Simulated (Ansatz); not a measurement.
`SB1N[SiH2]1` + `[F][Zr]([F])([F])[Cl]` → `ClB1N[SiH2]1` + `[F][Zr]([F])([F])[SH]`  (redistribution)

Isolated molecules relaxed with PBE0-D4/def2-TZVP in Ansatz; ΔE leaves out vibrations. CCSD(T)/CBS is the MP2 limit (def2-TZVPP, def2-QZVPP) plus CCSD(T) − MP2 in def2-TZVPP, frozen cores. Functionals use def2-TZVPP. def2 core potentials past Kr. For Zr outer-core shells are correlated without core-valence functions, which leaves a few kJ/mol of doubt a bond. Each species was taken in one conformer, which may not be the lowest.

```
     level  ΔE (eV)
r2SCAN0-D4     0.60
     BHLYP     0.61
```

Q: What does CCSD(T)/CBS give? (An estimate is asked.)

A: Ansatz gave: +0.57 eV. The listed levels differ from it by 0.03, 0.04 eV.

Largest T1 diagnostic among the species: 0.018.

In def2-TZVPP, CCSD(T) changes the Hartree–Fock value by −0.07 eV (the triples alone add −0.01 eV) and MP2 by −0.06 eV. From BLYP to BHLYP (50 % exact exchange), in def2-TZVPP and without D4, ΔE moves by +0.04 eV. Leaving LDA and LC-ωPBE aside and taking each functional with its dispersion term where it has one, the values, not all of them listed here, spread over 0.04 eV, from PBE-D4 to BHLYP-D4.
